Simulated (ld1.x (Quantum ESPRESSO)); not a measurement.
## osmium (Os): excitation energies, all-electron against TM

Os (Z = 76), norm-conserving Troullier–Martins (Kleinman–Bylander form), made with ld1.x (Quantum ESPRESSO) 7.5 (revPBE, scalar-relativistic). Core [Kr] 4d10 4f14, reference 5s2 5p6 5d6 6s1 6p0 (charge +1). Waves: 5p (bound): rc 2.06 bohr; 5d (bound): rc 2.05 bohr; 5s (bound): rc 1.40 bohr. Local part: the s channel. Core correction: none.

Occupied shells without a wave of their own: 6s. They enter only through the test configuration that unscreens the potential.

Energies are relative to the spin-unpolarised reference configuration 5s2 5p6 5d6 6s1 6p0; without spin polarisation the order of configurations can differ from experiment.

```csv
valence configuration,charge,ΔE all-electron (eV),error AE − PS (meV)
5s2 5p6 5d6 6s2 6p0,0,-9.488,+888
5s2 5p6 5d5 6s0 6p0,+3,45.536,-1719
5s2 5p5 5d6 6s2 6p0,+1,47.371,+1239
5s2 5p6 5d7 6s0 6p0,+1,-0.584,-969
5s2 5p6 5d6 6s0 6p2,0,0.945,-850
```

(1) What are ΔE and the potential's error for 5s2 5p6 5d6 6s0 6p0?

(2) What are ΔE and the potential's error for 5s2 5p6 5d7 6s1 6p0?

Levels in the configuration 5s2 5p6 5d5 6s0 6p0:

| level | all-electron (eV) | pseudo (eV) |
| --- | --- | --- |
| 5s | -122.136 | -122.786 |
| 5p | -81.207 | -81.816 |
| 5d | -34.895 | -35.338 |

The potential misses its own reference levels by up to 1.1 eV, so it is not fit for use.

Answers

(1) ΔE = 16.779 eV all-electron; the error (AE − PS) is -1305 meV.

(2) ΔE = -9.193 eV all-electron; the error (AE − PS) is -12 meV.

The 6s level has no wave, so the channel is fitted at the deeper level alone: the likely source of the large errors.
